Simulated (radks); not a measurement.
The numbers below are computed, except where a source is named.
Mo+, 41 electrons, occupied as [Kr] 4d4 5s1 (not the ground configuration).

Code: a radial shooting solver on a logarithmic mesh with Libxc functionals. Model: scalar-relativistic Kohn-Sham, PBEsol, spin-polarised, spherical densities, point nucleus; open shells are filled with parallel spins first (spin-orbit coupling, left out, can overturn this in heavy ions).

Energy parts (eV):
| part | energy |
|---|---|
| total | -110104.792 |
| kinetic | 113520.308 |
| electron-nucleus | -265028.173 |
| Hartree | 44698.348 |
| exchange-correlation | -3295.275 |

Orbitals (lengths in bohr, moments of r in powers of bohr; <r^-3> diverges for s and p1/2):
1s up: occ. 1; eigenvalue (eV) -19819.95; <r> 0.03518
1s down: occ. 1; eigenvalue (eV) -19819.94; <r> 0.03518
2s up: occ. 1; eigenvalue (eV) -2808.105; <r> 0.1538
2s down: occ. 1; eigenvalue (eV) -2807.657; <r> 0.1538
2p up: occ. 3; eigenvalue (eV) -2511.903; <r^-3> 2549; <r> 0.1340
2p down: occ. 3; eigenvalue (eV) -2511.562; <r^-3> 2550; <r> 0.1340
3s up: occ. 1; eigenvalue (eV) -485.9249; <r> 0.4292
3s down: occ. 1; eigenvalue (eV) -485.6477; <r> 0.4292
3p up: occ. 3; eigenvalue (eV) -388.9159; <r^-3> 424.4; <r> 0.4309
3p down: occ. 3; eigenvalue (eV) -388.6077; <r^-3> 424.2; <r> 0.4308
3d up: occ. 5; eigenvalue (eV) -231.0114; <r^-3> 56.36; <r> 0.4155
3d down: occ. 5; eigenvalue (eV) -230.5642; <r^-3> 56.36; <r> 0.4153
4s up: occ. 1; eigenvalue (eV) -75.0802; <r> 1.107
4s down: occ. 1; eigenvalue (eV) -72.6491; <r> 1.100
4p up: occ. 3; eigenvalue (eV) -49.2186; <r^-3> 60.62; <r> 1.234
4p down: occ. 3; eigenvalue (eV) -46.5143; <r^-3> 62.21; <r> 1.223
4d up: occ. 4; eigenvalue (eV) -13.8161; <r^-3> 4.113; <r> 1.785
5s up: occ. 1; eigenvalue (eV) -11.7526; <r> 3.054
4d down: occ. 0; eigenvalue (eV) -10.6557; <r^-3> 4.231; <r> 1.787
5p up: occ. 0; eigenvalue (eV) -7.1687; <r^-3> 5.764; <r> 3.810

The highest occupied level is 5s up at -11.753 eV. The density falls to 0.001 e/bohr^3 at r = 4.25 bohr.

Run on one thread of a shared host, so times are rough (Arm Neoverse V2): 0.21 s of CPU time, 0.21 s wall, 14 iterations on 2648 mesh points.
